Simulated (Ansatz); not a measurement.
`CCCC(=O)CCC` + `C[NH][Al]([Cl])[Cl]` → `CC[N](C)[Al]([Cl])[Cl]` + `CCCC(C)=O`  (substitution at a C–C bond)

Computed with Ansatz on PBE0-D4/def2-TZVP structures; ΔE is electronic, products minus reactants. CBS: MP2 limit from def2 TZ/QZ plus the TZ coupled-cluster correction, frozen cores. Functionals use def2-TZVPP. B3LYP here is the variant with VWN-RPA as its local correlation; programs differ in this. One conformer a species, not always the lowest.

```tsv
level	ΔE (kJ/mol)	difference from CCSD(T)/CBS
r2SCAN-D4	24.9	-0.8
PBE0-D4	24.3	-1.4
ωB97X-V	24.8	-0.9
ωB97M-V	25.3	-0.4
B3LYP	27.7	2.0
HF/def2-TZVPP	33.7	8.0
CCSD/def2-TZVPP	26.5	0.8
SCS-MP2/def2-QZVPP	25.8	0.1
HF/CBS(def2)	33.5	7.8
CCSD/CBS(def2)	27.7	2.0
CCSD(T)/CBS	25.7	0
```

Largest T1 diagnostic among the species: 0.012.

The D4 term adds −5.8 kJ/mol with B3LYP and −3.1 kJ/mol with PBE0; it sums over pairs of atoms, weighted by their polarisabilities, and B3LYP, whose exchange is more repulsive, gets the larger term. In def2-TZVPP, CCSD(T) changes the Hartree–Fock value by −9.2 kJ/mol (the triples alone add −2.0 kJ/mol) and MP2 by −9.5 kJ/mol.

CCSD(T)/CBS has its own doubt, a few kJ/mol and more with outer-core shells, so smaller differences from it don't rank the levels.
